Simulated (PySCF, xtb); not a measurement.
CH5NO2Si2, SMILES N#CO[SiH2][SiH2]O. One conformer was computed; it need not be the lowest.

Harmonic wavenumbers (cm⁻¹) from xtb with GFN2-xTB at its own minimum, in rising order: 36, 40, 105, 140, 202, 305, 376, 471, 474, 486, 502, 601, 622, 651, 688, 764, 784, 810, 847, 889, 1249, 2160, 2197, 2204, 2261, 2464, 3659.

Task: What does PBE0-D3(BJ)/def2-SVP in PySCF give at its own minimum? (The exact figures need the calculation; the answer reports its results.)

Result: 15, 50, 71, 129, 197, 233, 360, 453, 521, 540, 600, 680, 711, 719, 747, 827, 854, 917, 950, 968, 1233, 2225, 2233, 2254, 2279, 2426, 3922. Paired by order, the mean absolute difference is 59 cm⁻¹ and the zero-point energies are 37.2 and 38.8 kcal/mol.
